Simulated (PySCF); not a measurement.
**SrBr at PBE0**

Computed with PBE0; PySCF, spin-free X2C with a Gaussian nucleus, basis sets Sr x2c-TZVPall, Br x2c-TZVPall.

```
state                                            : ²Σ⁺ (doublet), unpaired electrons σ ↑
bond length                                      : 2.726 Å
harmonic wavenumber                              : 216 cm⁻¹
force constant                                   : 1.15 mdyn/Å
rotational constant Be                           : 0.05456 cm⁻¹
anharmonicity ωexe                               : 0.543 cm⁻¹
vibration–rotation constant αe                   : 0.000191 cm⁻¹
well depth De to Sr + Br                         : 89.1 kcal/mol
dissociation energy D0                           : 88.8 kcal/mol
bond order (Mayer)                               : 0.80
dipole moment (positive dipole means Sr(−)Br(+)) : -4.74 D
```

Spin–orbit coupling is left out. The state is the lowest determinant that a PBE0 search found; another state may lie lower at other levels.
